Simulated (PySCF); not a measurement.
Q: What does the PBE0-D3(BJ)/def2-SVP structure of `N[Si@H](F)C(F)(F)F` look like in three dimensions?

A: 
Z-matrix in Å and degrees, rows numbered from 1:
```
N 
Si  1  1.6943
F   2  1.6251  1  115.45
C   2  1.9231  1  106.02  3  -114.73
F   4  1.3369  2  113.06  1   164.03
F   4  1.3479  2  110.57  1    43.69
F   4  1.3412  2  111.25  1   -75.12
H   1  1.0123  2  123.17  3   -88.54
H   1  1.0137  2  121.68  3    71.75
H   2  1.4789  1  111.21  3   122.93
```

Of the pairs four or more bonds apart, F6···H9 is among the closest relative to their van der Waals radii: 2.80 Å, 105 % of the sum of Bondi's values. N1 (silicon-bound nitrogen) is almost planar (angles 123.2°, 121.7° and 112.5°, sum 357.4°, 0.11 Å off the plane of its three neighbours). Si2 (fluorine-bound silicon) is distorted tetrahedral (angles from 104.1° to 115.5°).

Level of theory: PBE0-D3(BJ)/def2-SVP geometry optimisation, gas phase in PySCF 2.14.0.

Point group: C1 (no symmetry element, even within 0.4 Å). PBE0-D3(BJ)/def2-SVP frequencies: not computed here. The numbers are those of one conformer (H–N1–Si2–F3 -89° and 72°).
